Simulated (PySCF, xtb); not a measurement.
Si(F)(H)(SiH3)2 (FH7Si3), SMILES F[SiH]([SiH3])[SiH3].

GFN2-xTB run with xtb 6.7.1 at its own geometry gives an orbital gap of 3.74 eV and a dipole moment of 1.42 D.

Coordinates come from a PBE0-D3(BJ)/def2-SVP optimisation. The structure was generated by enumeration, and PubChem lists no compound with its InChIKey, so it may never have been made.

### Question
What does B3LYP/def2-TZVP in PySCF give? (The exact figures need the calculation; the answer reports its results.)

### Answer
gap 6.56 eV (levels -7.75 and -1.19 eV), dipole 1.26 D.
